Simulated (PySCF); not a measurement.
**EPR parameters of C6H10NO**

Species: C6H10NO (doublet state).
Z-matrix (Å and degrees, GFN2-xTB geometry), rows numbered from 1:
```
C 
C   1  1.3188
C   2  1.5161  1  126.33
C   3  1.5426  2  107.31  1  -116.44
C   3  1.5315  2  113.92  1     5.15
N   3  1.4221  2  109.43  1   128.97
C   6  1.2769  3  129.98  2   -49.62
O   7  1.2105  6  134.83  3  -179.30
H   1  1.0775  2  120.95  3  -179.24
H   1  1.0761  2  123.15  3     0.88
H   2  1.0823  1  120.50  3   179.11
H   4  1.0863  3  109.80  2    60.81
H   4  1.0864  3  109.90  2   -59.44
H   4  1.0861  3  109.54  2  -178.88
H   5  1.0871  3  109.35  2   177.16
H   5  1.0864  3  110.57  2   -63.12
H   5  1.0884  3  110.40  2    58.18
H   7  1.1431  6  109.77  3     1.15
```

The hyperfine couplings belong to this conformer and change with its torsions.

Identity: `C=CC(C)(C)[N]C=O` [radical].

Method used: UKS B3LYP, pcH-1 on C H N O, non-relativistic, mean-field spin-orbit, GIAO in PySCF 2.14.0. Isolated species at its GFN2-xTB geometry (one conformer only). A GFN2-xTB geometry isn't a minimum of the functional, and hyperfine couplings can be far from their values at a DFT geometry. Stability of the SCF solution: not tested.

* g1, g2, g3: 2.00083, 2.00213, 2.00501
* g_iso: 2.00265
* Form of g: rhombic: the two nearest values differ by 31 % of g3 − g1
* ⟨S²⟩: 0.7561 (exact 0.7500)
* HOMO–LUMO gap, α and β orbitals: 6.97, 2.36 eV
* Total energy: -364.56052 Eh

Hyperfine couplings atom by atom, in mT; T1 to T3 are the principal values of the dipolar part (MHz turned into mT with g_iso):

```tsv
atom	isotope	a_iso	T1	T2	T3	Mulliken spin population
C1	13C	0.12	-0.07	-0.01	0.08	-0.01
C2	13C	0.21	-0.11	-0.02	0.13	0.03
C3	13C	-0.06	-0.17	-0.09	0.27	-0.03
C4	13C	1.43	-0.15	-0.14	0.29	0.03
C5	13C	0.11	-0.07	-0.06	0.12	0.01
N6	14N	1.29	-1.03	-0.94	1.97	0.57
C7	13C	-1.92	-0.48	-0.10	0.57	-0.05
O8	17O	-0.50	-2.57	1.21	1.36	0.21
H9	1H	0.22	-0.03	-0.02	0.06	0.00
H10	1H	0.08	-0.05	-0.04	0.09	0.00
H11	1H	-0.06	-0.09	-0.07	0.16	0.00
H12	1H	0.34	-0.10	-0.06	0.15	0.01
H13	1H	-0.09	-0.16	-0.08	0.24	0.00
H14	1H	-0.09	-0.16	-0.08	0.23	0.00
H15	1H	-0.01	-0.10	-0.08	0.17	0.00
H16	1H	0.05	-0.07	-0.04	0.11	0.00
H17	1H	-0.01	-0.11	-0.04	0.15	0.00
H18	1H	16.03	-0.19	-0.10	0.29	0.23
```

The Mulliken spin populations are largest on N6 (+0.57), H18 (+0.23) and O8 (+0.21). Three atoms exceed +0.15.

The SMILES `C=CC(C)(C)[N]C=O` draws the unpaired electron on N6, whose computed spin population is only +0.57.

Axes: g1 points within 13° of the N6–C7 bond and g2 points within 11° of the C7–H18 bond.

Under fast tumbling the dipolar parts average out, and these isotropic splittings remain: 1 × 1H (H18, I = 1/2, 2 lines) with 16.03 mT, 1 × 14N (N6, I = 1, 3 lines) with 1.29 mT, 1 × 1H (H9, I = 1/2, 2 lines) with 0.22 mT, 1 × 1H (H10, I = 1/2, 2 lines) with 0.08 mT, 1 × 1H (H11, I = 1/2, 2 lines) with 0.06 mT and 6 × 1H (H12 (×6), I = 1/2, 7 lines) with 0.03 mT.

Means are taken over nuclei equivalent by connectivity, which assumes that they swap fast. The six 1H nuclei of mean +0.9 MHz run from -2.6 to 9.4 MHz in the frozen geometry.

The 13C coupling of C7 (-53.7 MHz) shows only in satellite lines or after enrichment, since that isotope makes up about 1.07 % of natural carbon.

The 17O coupling of O8 (-14.1 MHz) shows only in satellite lines or after enrichment, since that isotope makes up about 0.038 % of natural oxygen.
